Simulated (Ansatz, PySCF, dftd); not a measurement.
Species: Si$_{2}$H$_{4}$F, charge 0, doublet. Si2H4F (SMILES F[SiH][SiH3], doublet).
B3LYP-D3(BJ)/def2-TZVP minimum from Ansatz (a quantum-chemistry and plane-wave program):
```
Si
H 1 1.4807
H 1 1.4829 2 109.39
H 1 1.4847 2 109.11 3 119.61
Si 1 2.3509 2 109.37 4 123.80
F 5 1.6182 1 110.41 2 -63.72
H 5 1.4910 6 106.48 1 123.84
```
Charge 0, spin multiplicity 2.

Wanted: enthalpy of formation at 298 K (by atomisation, with rigid-rotor harmonic-oscillator terms from PySCF's Hessian at B3LYP-D3(BJ)/def2-TZVP and the atoms' measured values of the G2/97 table; no spin-orbit terms), in kcal/mol. Radicals and triplets start from unrestricted determinants; spin-orbit coupling is neglected. Correlated methods leave the cores frozen. Rows without X2C or -DK are non-relativistic. CBS(X,Y): correlation extrapolated as X^-3, Hartree-Fock from the larger set. A bracket is a step between two methods taken in the basis named. Functionals run without relativity, which enters their misses. '+ core + X2C': CCSD(T) terms for core correlation (cc-pwCVTZ, 1s frozen past Ne) and scalar relativity (cc-pVTZ-DK). For partners of very few electrons the exact lower level stands in for a higher one.

```
level                                                                                        program  enthalpy of formation at 298 K (kcal/mol)  difference against the last row
------------------------------------------------------------------------------------  --------------  -----------------------------------------  -------------------------------
PBE-D3(BJ)/def2-TZVPD                                                                 Ansatz + dftd3                                      -35.3                              2.8
PBE0-D4/def2-TZVPD                                                                    Ansatz + dftd4                                      -30.7                              7.4
PBE0/def2-TZVPD                                                                               Ansatz                                      -28.2                              9.9
MP2/cc-pV(D+d)Z                                                                               Ansatz                                        8.1                             46.2
MP2/cc-pV(Q+d)Z                                                                               Ansatz                                      -34.5                              3.6
CCSD/CBS(cc-pV(T+d)Z,cc-pV(Q+d)Z)                                                             Ansatz                                      -33.9                              4.2
CCSD(T)/cc-pV(Q+d)Z                                                                           Ansatz                                      -33.6                              4.5
CCSDT(Q)/cc-pV(D+d)Z                                                                          Ansatz                                        9.2                             47.3
CCSD(T)/CBS(cc-pV(T+d)Z,cc-pV(Q+d)Z) + [CCSDT(Q) - CCSD(T)]/cc-pV(D+d)Z + core + X2C          Ansatz                                      -38.1                              0.0
```
